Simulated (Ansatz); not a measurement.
A structure relaxed at PBE0-D4/def2-SVP in Ansatz, charge 0, doublet:

Cartesian coordinates in Å:
```
Li 1.911 2.239 -1.001
Li -2.290 0.919 -1.742
Li 1.798 -0.795 -1.653
Si -1.918 -0.689 0.017
Si 1.771 0.590 0.861
Si 0.501 -1.473 0.320
Si -0.164 0.920 -0.561
Si -1.224 -1.981 1.885
Si -0.384 0.270 1.875
```

(1) Give its formula.

(2) Summarise the bond lengths by kind (pairs closer than 1.2 times the sum of covalent radii, bridged metal pairs left out).

Results:

(1) Li3Si6.

(2) 12 × Si–Si 2.37 to 2.64 Å; 6 × Li–Si 2.41 to 2.83 Å.

Another isomer (doublet) lies 0.39 eV lower at PBE0-D4/def2-TZVP; other spin states weren't run for this one.
